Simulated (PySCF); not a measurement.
## Ionisation energy of Bi⁺ by level of theory

Bi⁺ [Xe] 4f14 5d10 6s2 6p2 (3P) → Bi²⁺ [Xe] 4f14 5d10 6s2 6p1 (2P), as a difference of total energies. All numbers are calculated (PySCF 2.14, a scalar-relativistic core potential, in aug-cc-pwCVTZ-PP with ECP60MDF). Correlated levels: valence: 5s2 5p6 5d10 frozen. The calculations carry no spin-orbit coupling.

```
           method  ionisation energy (eV)
              UHF                  15.306
    MP2 (valence)                  15.590
SCS-MP2 (valence)                  15.530
   CCSD (valence)                  15.625
CCSD(T) (valence)                  15.642
```

Task: How much does correlation contribute at CCSD(T) (valence)?

Result: 15.642 − (15.306) = 0.336 eV, measured against UHF.

Spin-orbit coupling is strong in these open shells (close to jj coupling). The scalar numbers leave it out and a first-order estimate fails, so it can dominate the gap to the real levels.

Errors of the correlated levels include the incompleteness of this basis and the frozen core.

For comparison: 16.703 eV (measured; NIST Atomic Spectra Database, ionization energies).
